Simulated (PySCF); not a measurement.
H₇Si₃, SMILES [SiH2][SiH2][SiH3] (connectivity only; charge and spin as stated), charge +1, multiplicity 1.

Geometry optimised at B3LYP-D3(BJ)/def2-SVP. The multiplicity is an assumed one; other spin states were not compared. The isomer is the one that the SMILES or the coordinates give; other isomers of the formula were not compared.

The numbers are results of PySCF with HF/def2-TZVPD, not measurements.

Symmetry labels are those of the subgroup Cs that the program uses (full group Cs).

Computed valence orbital energies around the gap with their symmetry:
```json
[
 {"orbital": "HOMO−7", "symmetry": "A'", "energy (eV)": "-24.17"},
 {"orbital": "HOMO−6", "symmetry": "A'", "energy (eV)": "-22.64"},
 {"orbital": "HOMO−5", "symmetry": "A\"", "energy (eV)": "-19.59"},
 {"orbital": "HOMO−4", "symmetry": "A\"", "energy (eV)": "-18.30"},
 {"orbital": "HOMO−3", "symmetry": "A'", "energy (eV)": "-17.88"},
 {"orbital": "HOMO−2", "symmetry": "A\"", "energy (eV)": "-17.47"},
 {"orbital": "HOMO−1", "symmetry": "A'", "energy (eV)": "-17.05"},
 {"orbital": "HOMO", "symmetry": "A'", "energy (eV)": "-15.25"},
 {"orbital": "LUMO", "symmetry": "A'", "energy (eV)": "-5.64"},
 {"orbital": "LUMO+1", "symmetry": "A'", "energy (eV)": "-2.06"},
 {"orbital": "LUMO+2", "symmetry": "A'", "energy (eV)": "-1.99"},
 {"orbital": "LUMO+3", "symmetry": "A\"", "energy (eV)": "-1.91"}
]
```
